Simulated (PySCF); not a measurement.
From computed data to an observable: oscillator strength and radiative lifetime

Sn(OH)3(SH) (H₄O₃SSn), SMILES [Sn]([OH])([OH])([SH])[OH].

Coordinates come from a PBE0-D3(BJ)/def2-SVP optimisation. The def2 effective core potentials stand for the cores of Sn; spin–orbit coupling is left out. The values are those of a single conformer.

TDDFT-PBE/def2-SVPD in PySCF 2.14.0 puts the first singlet state with f over 0.02 at 4.90 eV (vertical), with the transition dipole (0.700, 0.362, -0.001) in atomic units.

**Question.** Find the oscillator strength, the wavelength and the radiative lifetime that this transition would have in vacuum if emission retraced absorption.

**Answer.** 
|μ|² = 0.6210 au, so |μ| = 2.00 D. ΔE = 4.90/27.211 = 0.1801 hartree. f = (2/3) ΔE |μ|² = 0.075 (the program prints 0.075).
λ = 1239.84/4.90 = 253 nm; ν = 39521 cm⁻¹.
Einstein's coefficient A = 0.6670 ν² f s⁻¹ (ν in cm⁻¹) = 7.8e7 s⁻¹, so τ = 1/A = 13 ns. This state is S4; the lower singlets have f = 0.013, 0.013, 0.012. The figure is the radiative limit of this one transition; relaxation, internal conversion, crossing to triplets and a medium change what is measured.
